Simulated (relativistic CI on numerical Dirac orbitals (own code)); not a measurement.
# V⁵⁺ in a cubic cluster: L2,3 absorption with charge transfer

Computed with a charge-transfer multiplet model of a cubic metal-ligand cluster with up to 2 ligand holes, Slater and spin-orbit integrals from Dirac-Coulomb-Breit ions, Slater integrals scaled by 0.8. The ground state mixes d0 with configurations of k ligand holes L, whose averages lie at kΔ + k(k − 1)U_dd/2; a core hole lowers each added d electron by U_cd. 20 K, Lorentzian 0.4 eV and Gaussian 0.3 eV FWHM.

Atomic integrals in eV (Slater integrals scaled, ζ unscaled), ground: F2dd 8.057, F4dd 5.049, zeta_d 0.024; with the core hole: F2dd 8.057, F4dd 5.049, zeta_d 0.047, zeta_core 4.606, F2cd 5.989, G1cd 4.613, G3cd 2.623. Where a configuration has fewer than two d electrons, the dd integrals are those of d2.

Cluster parameters (eV): Δ = 0.2, U_dd = 4.5, U_cd = 5.1, 10Dq = 0.3, 10Dq(ligand) = 1.4, final-state hopping factor = 1.

Weights, n_d and S are thermal averages at 20 K. Photon energies count from the first peak over 30 % of the highest in each spectrum, which can be another peak from case to case. The parameters are a model scan and need not match a compound or its usual spin state. Peaks in eV (height, largest 100): -2.2 (17), 0.0 (100), 3.9 (30), 6.1 (62), 7.1 (50).

Problem. Which parameters give this spectrum?
A. V(eg) = 2.95 eV, V(t2g) = -1.54 eV
B. V(eg) = 3.85 eV, V(t2g) = -2.01 eV
C. V(eg) = 4.75 eV, V(t2g) = -2.48 eV

Solution. C. V(eg) = 4.75 eV, V(t2g) = -2.48 eV; the ground state then has 1.03 d electrons and S = 0.00. The choice follows from running the model for each set and comparing peak positions and heights. The space is cut while the next configuration still counts.
